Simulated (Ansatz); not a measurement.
FGeH₅SSi, SMILES `F[SiH2][S][GeH3]`, relaxed with RKS PBE0-D4/def2-TZVP in the Gaussian-basis code of Ansatz from a PBE-D4/def2-SVP geometry. The force threshold is 0.005 eV/Å; the program also tests the step.

The species carries charge 0 and has multiplicity 1.

Start:

```xyz
9

F     0.140   -1.968    1.381
Si   -0.009   -0.354    1.629
S    -1.356    0.542    0.231
Ge   -0.075    0.428   -1.631
H    -0.608   -0.127    2.984
H     1.370    0.223    1.502
H     0.088   -1.049   -2.071
H    -0.857    1.240   -2.690
H     1.308    1.065   -1.336
```

```tsv
step	energy (eV)	largest force (eV/Å)	largest move (Å)
1	-78017.6097	0.918	0.000
2	-78017.6536	0.538	0.039
3	-78017.6624	0.153	0.023
4	-78017.6632	0.049	0.017
5	-78017.6636	0.009	0.007
6	-78017.6636	0.003	0.002
7	-78017.6637	0.006	0.004
8	-78017.6637	0.015	0.011
9	-78017.6639	0.032	0.043
10	-78017.6641	0.035	0.043
11	-78017.6643	0.042	0.019
12	-78017.6646	0.072	0.042
13	-78017.6649	0.062	0.034
14	-78017.6653	0.072	0.057
15	-78017.6654	0.090	0.068
16	-78017.6657	0.079	0.007
17	-78017.6660	0.012	0.015
18	-78017.6661	0.002	0.011
19	-78017.6662	0.016	0.058
20	-78017.6663	0.013	0.012
21	-78017.6663	0.008	0.006
22	-78017.6663	0.003	0.011
23	-78017.6663	0.003	0.009
```

End:

```xyz
9

F     0.449   -1.790    1.340
Si    0.006   -0.278    1.618
S    -1.404    0.387    0.200
Ge   -0.111    0.342   -1.624
H    -0.656   -0.222    2.939
H     1.248    0.528    1.568
H    -0.225   -1.033   -2.294
H    -0.646    1.444   -2.545
H     1.339    0.622   -1.202
```

Hardware: 4 threads of an Intel Xeon Platinum 8375C on a shared host. Wall time 61 s, peak host memory 0.55 GiB.
